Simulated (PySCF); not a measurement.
# Rh: excitation energy

Rh [Kr] 4d8 5s1 (4F) → Rh [Kr] 4d7 5s2 (4F), as a difference of total energies. Computed with PySCF 2.14 in ANO-RCC-VTZP (7s6p4d2f1g, 68 functions), with scalar relativity by spin-free X2C-1e. Correlated levels: valence and next inner shell: [Ar] 3d10 frozen. The calculations carry no spin-orbit coupling.

| method | excitation energy (eV) |
| --- | --- |
| UHF | 1.308 |
| MP2 (valence and next inner shell) | 1.761 |
| SCS-MP2 (valence and next inner shell) | 1.605 |
| CCSD (valence and next inner shell) | 1.511 |
| CCSD(T) (valence and next inner shell) | 1.503 |

Task: How much does correlation contribute at CCSD(T) (valence and next inner shell)?

Result: 1.503 − (1.308) = 0.195 eV, measured against UHF.

A first-order spin-orbit estimate (lowest level to lowest level, LS coupling) adds -0.020 eV.
